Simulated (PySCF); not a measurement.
Atom-mapped SMILES (the numbers label the heavy atoms): `[CH3:1][SiH2:2][O:3][SiH2:4][O:5][SiH2:6][PH2:7]` (H(Xn): hydrogen on atom n).

[PySCF: shieldings: GIAO PBE0/pcSseg-1; geometry from GFN2-xTB; isolated molecule; single conformer; averaged over atoms made equivalent by symmetry, fast rotation or ring inversion; non-relativistic]

Scale: 13C (186.93 ppm), 1H (31.72 ppm), 29Si (349.16 ppm) vs TMS; 17O (336.08 ppm) vs H2O; H3PO4 for 31P (318.38 ppm) (reference shieldings calculated alike).

```json
{"atoms": "H(P7)", "nucleus": "1H", "count": "2", "δ (ppm)": "?"}
{"atoms": "H(Si4)", "nucleus": "1H", "count": "2", "δ (ppm)": "4.93"}
{"atoms": "Si4", "nucleus": "29Si", "count": "1", "δ (ppm)": "-45.9"}
{"atoms": "O3", "nucleus": "17O", "count": "1", "δ (ppm)": "63.2"}
{"atoms": "Si2", "nucleus": "29Si", "count": "1", "δ (ppm)": "-20.7"}
{"atoms": "C1", "nucleus": "13C", "count": "1", "δ (ppm)": "?"}
{"atoms": "O5", "nucleus": "17O", "count": "1", "δ (ppm)": "66.0"}
{"atoms": "H(Si6)", "nucleus": "1H", "count": "2", "δ (ppm)": "5.82"}
{"atoms": "H(C1)", "nucleus": "1H", "count": "3", "δ (ppm)": "0.66"}
{"atoms": "P7", "nucleus": "31P", "count": "1", "δ (ppm)": "-282.2"}
{"atoms": "Si6", "nucleus": "29Si", "count": "1", "δ (ppm)": "?"}
{"atoms": "H(Si2)", "nucleus": "1H", "count": "2", "δ (ppm)": "?"}
```

**Question.** Estimate the values marked ?.

**Answer.** 
- C1: 1.7 ppm, methyl carbon bonded to Si; an electropositive neighbour leaves it electron-rich and shielded
- H(Si2): 5.30 ppm, hydrogen on a silicon bonded to C, O
- H(P7): 1.44 ppm, hydrogen on a phosphorus bonded to Si
- Si6: -25.0 ppm, silicon bonded to O, P, 2 H

Shifts are as computed. Against solution values, carbons near 30 ppm lie about +3 ppm off and those near 130 ppm about +5 ppm. Of 1211 compounds with measured shifts, 218 miss one by over three times the rms of a fit or turn the order of signals round; such compounds aren't used in these exercises. Experimental scales use liquid or dissolved standards, which lie at an offset from isolated H2O (liquid H2O: subtract about 36 ppm) and H3PO4.
